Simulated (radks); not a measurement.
Os3+, configuration [Xe] 4f13 5d6 (not the ground configuration). All-electron calculation, Dirac Kohn-Sham, LDA (Slater exchange, Perdew-Wang correlation), spin-unpolarised, spherical densities, point nucleus; open shells fill j = l - 1/2 first. Program: a radial shooting solver on a logarithmic mesh with Libxc functionals.

Normalised radial functions P(r) = r R(r) (large component), r in bohr:

```
   r/bohr * 5s1/2, o 4f7/2, + 5p3/2 (the largest magnitude, 1.38, reaches the edge; | marks zero, & curves that meet)
 0.003163                             &  *
 0.004219                             &   *
 0.005582                             o+  *
 0.007445                             o+  *
  0.00993                             o+  *
  0.01314                             o +*
  0.01752                             o* +
  0.02337                            *o   +
  0.03093                         *   o    +
  0.04125                       *     o    +
  0.05502                       *     |o  +
  0.07279                          *  |+o
  0.09709                          +  |  *o
   0.1295                      +      |      o*
   0.1713                      +      |      *    o
   0.2285                           * +                  o
   0.3024                 *           |        +               o
   0.4033                  *          |          +               o
   0.5379                             | +*                     o
   0.7117                 +           |                  &
   0.9492        +                    |          o           *
    1.266          +                  |     o          *
    1.675                 +           | o    *
    2.234                        +    |o*
     2.98                            +&
    3.943                             &
    5.259                             &
```

5s1/2: eigenvalue -126.65 eV, 4 radial nodes at r = 0.0210, 0.0841, 0.218, 0.508 bohr, <r> = 0.990 bohr, 90 % of the charge inside 1.42 bohr. 4f7/2: eigenvalue -92.076 eV, 0 radial nodes, <r> = 0.547 bohr, 90 % of the charge inside 0.886 bohr. 5p3/2: eigenvalue -81.133 eV, 3 radial nodes at r = 0.0788, 0.227, 0.558 bohr, <r> = 1.17 bohr, 90 % of the charge inside 1.70 bohr.
